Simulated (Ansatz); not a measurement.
`NB(N)N` and `NB(N)Cl` differ in one atom or group.

Ansatz, PBE0-D4/def2-TZVP geometries, multiplicity 1. Each molecule was computed in one conformer, which needn't be the lowest.

```csv
property,`NB(N)N`
LUMO energy (PBE0/def2-TZVPP) / eV,0.88
size of the dipole moment (PBE/def2-TZVPP) / D,0.07
HOMO–LUMO gap (PBE/def2-TZVPP) / eV,5.18
size of the dipole moment (ωB97M-V/def2-TZVPP) / D,0.07
HOMO energy (B3LYP/def2-TZVPP) / eV,-6.31
HOMO–LUMO gap (ωB97M-V/def2-TZVPP) / eV,11.15
```

Problem. What does the change do to each property? (Estimate.)

Solution. The calculation gave: 
| property | `NB(N)Cl` | shift |
| --- | --- | --- |
| LUMO energy (PBE0/def2-TZVPP) / eV | 0.74 | -0.14 |
| size of the dipole moment (PBE/def2-TZVPP) / D | 2.78 | 2.71 |
| HOMO–LUMO gap (PBE/def2-TZVPP) / eV | 5.85 | 0.67 |
| size of the dipole moment (ωB97M-V/def2-TZVPP) / D | 2.79 | 2.72 |
| HOMO energy (B3LYP/def2-TZVPP) / eV | -7.09 | -0.78 |
| HOMO–LUMO gap (ωB97M-V/def2-TZVPP) / eV | 11.73 | 0.58 |

With PBE0 the HOMO falls by 0.79 eV and the LUMO falls by 0.14 eV, so the gap widens by about 0.65 eV. PBE moves the HOMO by -0.80 eV and ωB97M-V by -0.74 eV. Dipoles are sizes alone; their direction can turn.

B3LYP here is the variant with VWN-RPA as its local correlation; programs differ in this.
